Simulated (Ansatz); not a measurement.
Pulling on the N4–H6 bond in CH6GaN (SMILES C[NH][GaH2]) (multiplicity 1 held, fragments rigid). Energies count from the point at 1.009 Å.
Geometry at that point (charge 0, multiplicity 1):
```tsv
atom	x (Å)	y (Å)	z (Å)
Ga	-0.3855	0.5922	0.3855
H	-0.3562	1.0406	1.8809
H	-1.2133	1.2178	-0.7828
N	0.6695	-0.8300	-0.0561
C	0.8330	-1.4498	-1.3590
H	1.2244	-1.2702	0.6625
H	0.5315	-2.5034	-1.3571
H	1.8687	-1.4006	-1.7140
H	0.2115	-0.9335	-2.0923
```

R- and RO- levels are restricted; in cc, def2 and unpolarised 6-31G sets they are followed outwards from rest. Unrestricted levels (U-) break spin symmetry where that is lower. Levels need not reach the same state.

Cores are frozen in the correlated methods. Filled d and f shells under p-block atoms count as core.

The values were computed with Ansatz (a program for electronic structure). Values without a source in brackets are computed.

Energies in kcal/mol.

```csv
R (Å),R-HF/cc-pVTZ,R-B3LYP/cc-pVTZ,R-wB97X-V/cc-pVTZ,U-SCS-MP2/cc-pVTZ,U-CCSD/cc-pVTZ
0.807,30.9,33.2,33.8,33.7,33.3
0.908,5.1,6.5,6.6,6.6,6.4
1.009,0.0,0.0,0.0,0.0,0.0
1.110,6.0,4.3,4.4,4.4,4.5
1.211,17.7,13.9,14.5,14.3,14.6
1.362,39.6,32.5,34.0,33.5,33.7
1.513,62.4,51.7,54.6,59.3,53.4
1.766,97.0,80.4,86.0,100.4,83.1
2.018,125.6,103.1,112.0,114.8,103.7
2.321,152.5,123.3,136.3,120.8,114.7
2.724,178.6,141.5,159.9,124.9,120.4
3.229,200.9,154.9,179.9,124.5,120.1
```

Doubts at one or more of the structures used: a restricted determinant that unrestricted orbitals would lower (R-HF/cc-pVTZ, R-B3LYP/cc-pVTZ, R-wB97X-V/cc-pVTZ); a spin-contaminated determinant (U-SCS-MP2/cc-pVTZ, U-CCSD/cc-pVTZ); T1 above 0.05 (U-CCSD/cc-pVTZ).
